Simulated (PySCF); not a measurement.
(Z)-1-bromobut-1-en-3-yne (C4H3Br), SMILES C#C/C=C\Br. The structure is a stationary point at B3LYP-D3(BJ)/def2-SVP.

These are B3LYP-D3(BJ)/def2-SVP run with PySCF 2.14.0 values and carry that method's errors.

Harmonic wavenumbers (cm⁻¹): 108, 267, 310, 512, 587, 680, 700, 712, 732, 936, 981, 1196, 1327, 1652, 2214, 3143, 3225, 3471. Rotational constants (GHz): 7.717, 1.743, 1.422; symmetry number 1.

Q: Work out the zero-point energy and the ideal-gas rigid-rotor harmonic-oscillator thermochemistry at 298.15 K and 1 atm.

A: ZPE = ½ Σ hcν = ½ × 22753 cm⁻¹ = 136.09 kJ/mol. H − E(el) = 152.66 kJ/mol. Entropy in J/(mol K): translation 169.55, rotation 113.89, vibration 37.15, total 320.59. G − E(el) = 57.07 kJ/mol. Cp = 84.00 J/(mol K). Modes under 150 cm⁻¹ make the vibrational entropy uncertain.
